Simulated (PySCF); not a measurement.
C₈H₆N₂O. Atoms are numbered in the order given.

```xyz
17

C     -0.5892    -3.1955     0.0000
C      0.7642    -3.0011     0.0000
O      1.0482    -1.6761     0.0000
C     -0.1335    -0.9926     0.0000
C     -0.0638     0.4582     0.0000
C      1.1594     1.1547     0.0000
N      1.2233     2.4844     0.0000
C      0.0633     3.1435     0.0000
N     -1.1553     2.5957     0.0000
C     -1.2146     1.2678     0.0000
C     -1.1759    -1.8907     0.0000
H     -1.1075    -4.1515     0.0000
H      1.6171    -3.6741     0.0000
H      2.1049     0.6032     0.0000
H      0.1139     4.2385     0.0000
H     -2.2138     0.8167     0.0000
H     -2.2360    -1.6499     0.0000
```

Coordinates come from a B3LYP-D3(BJ)/def2-SVP optimisation. Other conformers were not sampled.

These are PBE/pcSseg-1 (PySCF) values and carry that method's errors.

GIAO shieldings, no solvent; atoms listed in one row are averaged. δ = σ(ref) − σ: ¹³C against TMS (σ = 182.0 ppm); ¹⁷O against H2O (σ = 334.3 ppm); ¹⁵N against NH3 (σ = 267.0 ppm); ¹H against TMS (σ = 31.49 ppm), references at their B3LYP-D3(BJ)/def2-TZVP geometries, non-relativistic.

```csv
nucleus,atoms,count,δ (ppm)
¹³C,C8,1,163.5
¹³C,C4,1,155.1
¹³C,"C6, C10",2,154.9
¹³C,C2,1,148.4
¹³C,C5,1,128.6
¹³C,C1,1,119.2
¹³C,C11,1,113.6
¹⁷O,O3,1,307.1
¹⁵N,N7,1,340.5
¹⁵N,N9,1,338.7
¹H,H15,1,9.50
¹H,H14,1,9.38
¹H,H16,1,9.19
¹H,H13,1,7.76
¹H,H17,1,7.33
¹H,H12,1,6.92
```
